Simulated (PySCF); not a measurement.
SnF, SMILES [Sn+][F] (connectivity only; charge and spin as stated), charge +1, multiplicity 1. Heavy atoms are numbered as in [Sn+:1][F:2].

The structure is a stationary point at PBE0-D3(BJ)/def2-TZVP. The multiplicity is an assumed one; other spin states were not compared. The def2 effective core potentials stand for the cores of Sn; spin–orbit coupling is left out.

All values below come from HF/def2-TZVPD (PySCF).

Mulliken values depend strongly on the basis, most of all with diffuse functions as here. ESP charges are fitted to the potential on shells at 1.4 to 2.0 van der Waals radii. Atomic charges (e), one atom of each kind:

```
atom  ESP fit  Mulliken
----  -------  --------
Sn1       ___      1.54
F2        ___     -0.54
```

### Question
Some entries are withheld; supply them. (An estimate is asked for; the answer gives what the named calculation found.)

### Answer

- Sn1, ESP fit: 1.32
- F2, ESP fit: -0.32
